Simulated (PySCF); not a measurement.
hydrogen telluride (H₂Te), SMILES [TeH2].

Geometry: PBE-D3(BJ)/def2-TZVPD. The def2 effective core potentials stand for the cores of Te; spin–orbit coupling is left out.

Level of theory: TDA-LC-ωPBE/def2-TZVPD in PySCF.

Vertical excitations. The molecule is in vacuum. State labels are in the subgroup C2v.

| state | symmetry | energy (eV) | λ (nm) | f | main pairs |
|---|---|---|---|---|---|
| S1 | A2 | 4.27 | 291 | 0.000 | HOMO→LUMO 57 %, HOMO→LUMO+3 40 % |
| S2 | B1 | 5.35 | 232 | 0.029 | HOMO→LUMO+1 56 %, HOMO→LUMO+2 37 % |
| S3 | A2 | 7.02 | 177 | 0.000 | HOMO→LUMO+3 56 %, HOMO→LUMO 39 % |
| S4 | B1 | 7.07 | 175 | 0.000 | HOMO→LUMO+2 57 %, HOMO→LUMO+1 37 % |
| S5 | A1 | 7.30 | 170 | 0.003 | HOMO→LUMO+4 95 % |
| S6 | B1 | 7.37 | 168 | 0.312 | HOMO→LUMO+5 73 %, HOMO→LUMO+6 20 % |
| S7 | B1 | 7.60 | 163 | 0.205 | HOMO→LUMO+6 75 %, HOMO→LUMO+5 19 % |
| S8 | B2 | 7.60 | 163 | 0.001 | HOMO→LUMO+7 46 %, HOMO−1→LUMO 28 %, HOMO−1→LUMO+3 22 % |
| S9 | A1 | 8.02 | 155 | 0.078 | HOMO→LUMO+8 86 % |
| S10 | A1 | 8.33 | 149 | 0.222 | HOMO−1→LUMO+1 50 %, HOMO−1→LUMO+2 26 %, HOMO−2→LUMO 8 % |
| T1 | A2 | 3.69 | 336 | 0 | HOMO→LUMO 54 %, HOMO→LUMO+3 42 % |
| T2 | B1 | 4.73 | 262 | 0 | HOMO→LUMO+1 47 %, HOMO→LUMO+2 30 %, HOMO→LUMO+5 15 % |
| T3 | B2 | 6.03 | 206 | 0 | HOMO−1→LUMO 49 %, HOMO−1→LUMO+3 39 % |
| T4 | B1 | 6.38 | 194 | 0 | HOMO→LUMO+5 79 % |
Triplets are in the Tamm–Dancoff approximation.
